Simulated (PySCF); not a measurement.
C₂H₁₀N₂Si₂, SMILES N[Si@@H]1C[SiH2]CN1.

Geometry optimised at PBE0-D3(BJ)/def2-SVP. The structure was generated by enumeration; whether it is a known compound was not checked. One conformer was computed; it need not be the lowest.

All values below come from TDA-PBE/def2-SVPD (PySCF 2.14.0).

Vertical excitations. 

Computed excitation energies, oscillator strengths and character:
```csv
state,energy (eV),λ (nm),f,main pairs
S1,5.15,241,0.004,HOMO→LUMO 94 %
S2,5.42,229,0.027,HOMO→LUMO+1 92 %
S3,5.64,220,0.025,"HOMO→LUMO+2 82 %, HOMO−1→LUMO 12 %"
S4,5.66,219,0.015,HOMO−1→LUMO 87 %
S5,5.96,208,0.050,HOMO−1→LUMO+1 95 %
S6,6.03,206,0.014,HOMO→LUMO+3 94 %
T1,4.98,249,0,HOMO→LUMO 99 %
T2,5.24,237,0,HOMO→LUMO+1 98 %
```
Triplets are in the Tamm–Dancoff approximation.
